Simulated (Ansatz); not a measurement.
Species: SOF, charge 0, doublet. SOF (SMILES F[S]=O, doublet).
B3LYP-D3(BJ)/def2-TZVP minimum from Ansatz (an electronic-structure program):
```xyz
3

O     -1.2135    -0.4937     0.0699
S     -0.1129     0.4581    -0.0167
F      1.2793    -0.3756    -0.0325
```
Charge 0, spin multiplicity 2.

Property: atomisation energy (electronic, to ground-state atoms), in kJ/mol. Radicals and triplets start from unrestricted determinants; spin-orbit coupling is neglected. CBS(X,Y): correlation extrapolated as X^-3, Hartree-Fock from the larger set (Q,5: extrapolated as (X+1)exp(-9√X)). A bracket is a step between two methods taken in the basis named. Functionals run without relativity, which enters their misses. '+ core + X2C': CCSD(T) terms for core correlation (cc-pwCVTZ, 1s frozen past Ne) and scalar relativity (cc-pVTZ-DK). The UHF reference of FOS (O=[S]F, doublet) is spin-contaminated (<S^2> up to 0.04 over the pure value in the sets run).

CCSD(T)/CBS(cc-pV(Q+d)Z,cc-pV(5+d)Z) + [CCSDT(Q) - CCSD(T)]/cc-pV(T+d)Z + core + X2C (Ansatz) gives 893.7 kJ/mol.

What does PBE/def2-TZVPD (Ansatz) give here, and how do the other levels compare?

PBE gives 981.5 kJ/mol, 87.8 kJ/mol above it. Differences of the others: r2SCAN/def2-TZVPD (Ansatz) 23.3; B3LYP/def2-TZVPD (Ansatz) -13.6; PBE0/def2-TZVPD (Ansatz) -8.0; wB97M-V/def2-TZVPD (Ansatz) 3.7; CCSD(T)/CBS(cc-pV(Q+d)Z,cc-pV(5+d)Z) + core + X2C (Ansatz) -3.0 kJ/mol. Nearer than PBE: r2SCAN/def2-TZVPD, B3LYP/def2-TZVPD, PBE0/def2-TZVPD, wB97M-V/def2-TZVPD, CCSD(T)/CBS(cc-pV(Q+d)Z,cc-pV(5+d)Z) + core + X2C.
